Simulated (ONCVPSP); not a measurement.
u(r) = r·R(r): atom against pseudo-atom (Cs)

Columns: radius, all-electron u(r) and pseudo u(r) of the 5p shell (level -13.61 eV) of caesium in the configuration [Kr] 4d10 5s2 5p6 6s1; LDA (Perdew-Zunger), scalar-relativistic, ONCV scheme, ONCVPSP 4.0.1.

| r (bohr) | all-electron | pseudo |
| --- | --- | --- |
| 0.143 | 0.1215 | 0.0088 |
| 0.285 | 0.1613 | 0.0351 |
| 0.428 | -0.2313 | 0.0804 |
| 0.570 | -0.3964 | 0.1441 |
| 0.713 | -0.2945 | 0.2258 |
| 0.855 | -0.0628 | 0.3205 |
| 0.998 | 0.1928 | 0.4232 |
| 1.140 | 0.4132 | 0.5241 |
| 1.283 | 0.5817 | 0.6161 |
| 1.425 | 0.6948 | 0.6902 |
| 1.568 | 0.7610 | 0.7425 |
| 1.710 | 0.7888 | 0.7702 |
| 1.853 | 0.7880 | 0.7745 |
| 1.995 | 0.7665 | 0.7587 |
| 2.138 | 0.7310 | 0.7273 |
| 2.280 | 0.6869 | 0.6855 |
| 2.423 | 0.6376 | 0.6372 |
| 2.565 | 0.5866 | 0.5866 |
| 2.708 | 0.5353 | 0.5353 |
| 2.850 | 0.4859 | 0.4858 |
| 2.992 | 0.4387 | 0.4387 |
| 3.135 | 0.3941 | 0.3941 |
| 3.278 | 0.3528 | 0.3528 |
| 3.420 | 0.3152 | 0.3151 |
| 3.563 | 0.2806 | 0.2806 |
| 3.705 | 0.2495 | 0.2494 |

(1) How many radial nodes do the two functions have?

(2) At about which radius was the pseudo-wave matched?

(3) Is the pseudo-wave norm-conserving?

Answers

(1) The all-electron 5p function has n − l − 1 = 3 (the table is too coarse to show those close to the nucleus); the pseudo-wave has 0, since the states of the same l below it are removed with the core.

(2) 2.85 bohr. The columns agree to 0.0005 from 2.42 bohr on; several derivatives are matched, so the curves merge somewhat inside the radius.

(3) Yes: the ONCV scheme keeps the norm inside the radius equal to the all-electron one, which fixes the energy derivative of the logarithmic derivative at the level.
